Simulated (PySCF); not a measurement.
C₂H₇BClN, SMILES CCB(N)Cl.

Coordinates come from a PBE-D3(BJ)/def2-SVP optimisation. This is a generated structure with no PubChem entry under its InChIKey; it may be hypothetical. Other conformers were not sampled.

Calculation: PySCF with PBE/def2-TZVP.

Gas-phase values at a fixed geometry.

The total energy is -619.99332 hartree, the point group is Cs and the highest occupied level is -6.81 eV. The lowest empty level is -0.35 eV, the orbital gap is 6.46 eV and the dipole moment comes out as 2.48 D. The quadrupole, principal values (traceless, Buckingham form, about the centre of nuclear charge) comes out as -3.69, -2.49, 6.18 D·Å. The mean static polarisability comes out as 61.0 bohr³ (9.03 Å³) and the polarisability, principal values comes out as 47.7, 62.4, 72.8 bohr³.
